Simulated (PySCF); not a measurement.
# Radial density of Pt²⁺ (platinum, charge +2)

wB97M-V, [Xe] 4f14 5d7 6s1, 6s spin antiparallel (an excited configuration). Computed with PySCF 2.14 in aug-cc-pVTZ-PP with ECP60MDF (6s6p5d3f2g, 88 functions), with a scalar-relativistic core potential. This is the valence pseudo-density: the core potential removes the inner electrons and smooths the orbitals near the nucleus.

| r (bohr) | 4πr²ρ (e/bohr) | 4πr²(ρα − ρβ) |
| --- | --- | --- |
| 0.150 | 0.0001180 | 0.0000 |
| 0.253 | 0.004624 | 0.0006 |
| 0.425 | 0.4117 | 0.0163 |
| 0.715 | 9.086 | 0.5984 |
| 1.20 | 13.26 | 2.5386 |
| 2.02 | 3.401 | 0.4494 |
| 3.40 | 0.3537 | -0.1512 |
| 5.72 | 0.005734 | -0.0051 |
| 9.63 | 1.099e-05 | 0.0000 |

Energies and moments cover only the electrons outside the core potential. Spin-orbit coupling, absent here, splits the open shell strongly. With the s spin flipped the determinant is a mixture of two multiplicities, not a spectroscopic state.
